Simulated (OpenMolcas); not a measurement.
# 5d5 along the 73-electron sequence

```
Program             : OpenMolcas
Method              : MS-RASPT2, IPEA 0.25 Eh, imaginary shift 0.1 Eh
Basis               : ANO-R2
Scalar Hamiltonian  : X2C, finite nucleus
Spin-orbit coupling : RASSI with atomic mean-field integrals over the reference wave functions, term energies averaged over their components
```

Active space for each ion: 11 electrons in 8 orbitals (RAS1 5p, at most 2 holes; RAS2 5d); closed shells correlated by CASPT2: 5s.

Computed levels in cm-1 above 6S 5/2:

| Level | Re2+ | Os3+ | Ir4+ | Pt5+ | Au6+ |
| --- | --- | --- | --- | --- | --- |
| 4G 7/2 | 19020 | 21640 | 23940 | 25960 | 27920 |
| 4G 11/2 | 19850 | 22720 | 25280 | 27610 | 29890 |
| 4G 9/2 | 20360 | 23450 | 26290 | 28940 | 31570 |
| 4P 1/2 | 21490 | 25040 | 28170 | 31010 | 33820 |
| 4D 7/2 | 23550 | 27640 | 31410 | 35010 | 38600 |
| 4D 1/2 | 26270 | 31230 | 35890 | 40470 | 45170 |
| 2I 11/2 | 28690 | 32980 | 37020 | 40930 | 45030 |
| 2I 13/2 | 31020 | 35950 | 40640 | 45220 | 49960 |
| 2H 9/2 | 35840 | 41660 | 47110 | 52300 | 57600 |
| weight of 6S in the lowest level (%) | 90 | 88 | 85 | 81 | 77 |

Mixed levels, with the weight of the term that names them: Re2+ 4G 7/2 (71 %), Re2+ 4P 1/2 (60 %), Re2+ 4D 7/2 (74 %), Re2+ 4D 1/2 (64 %), Re2+ 2H 9/2 (52 %), Os3+ 4G 7/2 (68 %), Os3+ 4P 1/2 (60 %), Os3+ 4D 7/2 (70 %), Os3+ 4D 1/2 (64 %), Os3+ 2H 9/2 (52 %), Ir4+ 4G 7/2 (64 %), Ir4+ 4P 1/2 (60 %), Ir4+ 4D 7/2 (66 %), Ir4+ 4D 1/2 (65 %), Ir4+ 2I 11/2 (73 %), Ir4+ 2H 9/2 (52 %), Pt5+ 4G 7/2 (60 %), Pt5+ 4G 11/2 (75 %), Pt5+ 4P 1/2 (59 %), Pt5+ 4D 7/2 (60 %), Pt5+ 4D 1/2 (66 %), Pt5+ 2I 11/2 (71 %), Pt5+ 2H 9/2 (52 %), Au6+ 4G 7/2 (57 %), Au6+ 4G 11/2 (71 %), Au6+ 4P 1/2 (59 %), Au6+ 4D 7/2 (53 %), Au6+ 4D 1/2 (67 %), Au6+ 2I 11/2 (68 %), Au6+ 2H 9/2 (52 %).

Measured, with the error of the calculation in %. Measured levels: Re2+ from the list in Brasseur, Gamrath and Quinet, At. Data Nucl. Data Tables 157, 101636 (2024).

```
  Level           Re2+
 4G 7/2  16890 (+12.6)
4G 11/2  18020 (+10.1)
 4G 9/2  18346 (+11.0)
 4D 7/2  20453 (+15.1)
2I 11/2   26170 (+9.6)
2I 13/2   28588 (+8.5)
```

4G 7/2 changes by a factor of 1.47 over the same range, with steps per unit of Z of +2620, +2300, +2020, +1960 cm-1.

CASPT2 breaks the degeneracy within a term, and the mean is taken; among the terms shown or strongly mixed into the levels shown the widest spread is 820 cm-1 (5d5 2I, Os3+). Active for correlation alone: 5p; no level in the range computed is led by a configuration that opens it, so any true level of that kind is missing. Blocks of more than 70 roots (2S+1 = 2 even) ran without multistate coupling (holds for Re2+; Ir4+; Pt5+; Au6+). Some terms miss by over 15 % even with CASPT2, which points to a basis or an active space too small for the shells correlated (holds for Re2+). Measured partners are found by configuration, term and J. A level has none where our copy of the source lacks it or the pairing is in doubt (some pairs that miss far off the trend of their configuration count as doubtful), and it then counts in no deviation. Levels of configurations outside the active space are missing.
